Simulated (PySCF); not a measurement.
CBrF2, SMILES F[C](F)Br (connectivity only; charge and spin as stated), charge +1, multiplicity 1. Geometry: PBE-D3(BJ)/def2-SVP. The spin state was assumed, not searched. The isomer is the one that the SMILES or the coordinates give; other isomers of the formula were not compared.

The numbers are results of PBE-D3(BJ)/def2-SVP (PySCF 2.14.0), not measurements.

Harmonic wavenumbers (cm⁻¹): 351, 416, 611, 733, 1354, 1494. Rotational constants (GHz): 11.61, 3.021, 2.397; symmetry number 2.

Problem. Work out the zero-point energy and the ideal-gas rigid-rotor harmonic-oscillator thermochemistry at 298.15 K and 1 atm.

Solution. ZPE = ½ Σ hcν = ½ × 4960 cm⁻¹ = 7.09 kcal/mol. H − E(el) = 10.04 kcal/mol. Entropy in cal/(mol K): translation 40.50, rotation 24.37, vibration 2.80, total 67.67. G − E(el) = -10.14 kcal/mol. Cp = 12.93 cal/(mol K).
